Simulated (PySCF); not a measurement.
## Structure from 2D NMR

Compound of formula C₆H₁₀Cl₂Si. Correlations simulated from computed shifts and the bond graph:

HSQC (one-bond C–H):
```
  δH    δC
5.37  96.1
5.08  85.1
2.09  37.0
1.42  29.6
1.10  17.0
```

COSY cross peaks (H two or three bonds apart, from the bond graph; peaks can be absent where the dihedral angle is near 90°):
```
  δH    δH
5.88  5.08
5.37  2.09
2.09  1.42
1.42  1.10
```

HMBC (two and three bonds, from the bond graph):
```
  δH                       δC
5.88              224.0, 85.1
5.37  224.0, 85.1, 37.0, 29.6
5.08              224.0, 96.1
2.09  224.0, 96.1, 29.6, 17.0
1.42         96.1, 37.0, 17.0
1.10               37.0, 29.6
```

Carbons without hydrogens: δ 224.0.

Method: geometry from GFN2-xTB, NMR shieldings at PBE0/pcSseg-1/GIAO, in PySCF (single conformer, averaged over atoms made equivalent by symmetry, fast rotation or ring inversion, no relativistic terms, isolated molecule).

References, each an isolated molecule treated in the same way: ¹H (31.72 ppm) and ¹³C (186.93 ppm) vs TMS.

Exchangeable hydrogens are left out of these lists.

**Question.** Which molecule is this?

**Answer.** `InChI=1S/C6H10Cl2Si/c1-2-3-4-5-6-9(7)8/h4,6,9H,2-3H2,1H3`.

Numbering as in the mapped SMILES `[CH3:1][CH2:2][CH2:3][CH:4]=[C:5]=[CH:6][SiH:7]([Cl:8])[Cl:9]`. Each H is labelled by its parent atom.

- δC 224.0 is C5, a central carbon of an allene.
- δC 96.1 is C4, a terminal carbon of a cumulated C=C=C unit (δH 5.37).
- δC 85.1 is C6, a terminal carbon of a cumulated C=C=C unit (δH 5.08).
- δC 37.0 is C3, an allylic sp3 CH2 (δH 2.09).
- δC 29.6 is C2, an sp3 CH2 (δH 1.42).
- δC 17.0 is C1, a methyl carbon (δH 1.10).
- HMBC from δH 5.88 reaches the proton-free carbon C5.
- HMBC from δH 5.37 reaches the proton-free carbon C5.
- HMBC from δH 5.08 reaches the proton-free carbon C5.
- HMBC from δH 2.09 reaches the proton-free carbon C5.
- COSY links 5.88–5.08, 5.37–2.09, 2.09–1.42, 1.42–1.10.

The shifts were computed for this structure.

Shifts are as computed. Against solution values, carbons near 30 ppm lie about +3 ppm off and those near 130 ppm about +5 ppm. Of 1211 compounds with measured shifts, 218 miss one by over three times the rms of a fit or turn the order of signals round; such compounds aren't used in these exercises.
